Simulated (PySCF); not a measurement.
Vertical excitation energies

Compound: In(NH3)2H3.
SMILES: `[H][In]([H])([H])(<-[NH3])<-[NH3]`

Method: TDDFT CAM-B3LYP/def2-SVPD, vertical, gas phase, core orbitals frozen in the response, def2 core potentials past Kr (PySCF 2.14.0, density-fitted response routines). Geometry: PBE0-D3(BJ)/def2-SVP; no solvent, vibrations or thermal averaging. Spin–orbit coupling is left out.

```csv
state,E (eV),λ (nm),f,"main configurations (H = HOMO, L = LUMO)"
S1,6.32,196.1,0.0000,H-1/H→L+1 (≥95%)
S2,6.32,196.0,0.0000,H-1/H→L+1 (≥95%)
S3,6.35,195.4,0.101,H-1/H→L (≥95%)
S4,6.35,195.4,0.101,H-1/H→L (≥95%)
S5,6.89,180.0,0.447,"H-2→L+1 (87%), H-3→L (10%)"
S6,6.99,177.3,0.0000,"H-2→L (86%), H-3→L+1 (10%)"
S7,7.19,172.5,0.0000,"H-1/H→L+3 (≥46%), H-1/H→L+4 (≥46%)"
S8,7.58,163.7,0.0073,"H-1/H→L+2 (≥64%), H-1/H→L+4 (≥15%), H-1/H→L+3 (≥15%)"
S9,7.58,163.7,0.0073,"H-1/H→L+2 (≥64%), H-1/H→L+4 (≥15%), H-1/H→L+3 (≥15%)"
```

Triplets (Tamm–Dancoff): T1 6.11 eV, H-1/H→L+1 (≥90%); T2 6.11 eV, H-1/H→L+1 (≥90%); T3 6.15 eV, H-1/H→L (≥73%), H-1/H→L+2 (≥16%); T4 6.15 eV, H-1/H→L (≥73%), H-1/H→L+2 (≥16%).

The lowest singlet level (S1/S2) comes at 196 nm (610 kJ/mol) in the vacuum ultraviolet; it is dark (f under 0.0005). The most intense listed level is S5 at 6.89 eV (180 nm, f = 0.447), 0.57 eV above S1. S1/S2, S3/S4 and S8/S9 lie within about 0.01 eV of each other in each set. Löwdin shares by element: HOMO (one of a set within 0.03 eV) hydrogen 55% or more, indium 41%; LUMO indium 57%, nitrogen 10%, hydrogen 5% or more (atoms not listed hold the other 28%). Of the 9 states listed, 3 reach f = 0.01 and 4 stay under 0.0005. Orbital energies (eV): HOMO-3 -10.98, HOMO-2 -9.01, HOMO-1 -8.15, HOMO -8.15, LUMO 0.65, LUMO+1 0.84, LUMO+2 1.98. The listed states span 1.25 eV, and the widest gap between neighbours is 0.54 eV (S4 to S5). No computed singlet lies in the visible range (380 to 750 nm); the lowest, at 196 nm, stands 3.06 eV above its violet end (3.26 eV). The vertical ionisation energy (ΔSCF) is 9.07 eV, 1.49 eV above S9. Orbitals of the list HOMO-3 to LUMO+2 that lie within 0.01 eV of each other are written together with a slash and their weights summed (≥ marks a lower bound); for degenerate orbitals outside that list single weights are arbitrary. Singlets were solved by full linear response, triplets in the Tamm–Dancoff approximation. The highest level found (7.76 eV, f 0.0000 so far) is left out, since the window may have cut off a degenerate partner.
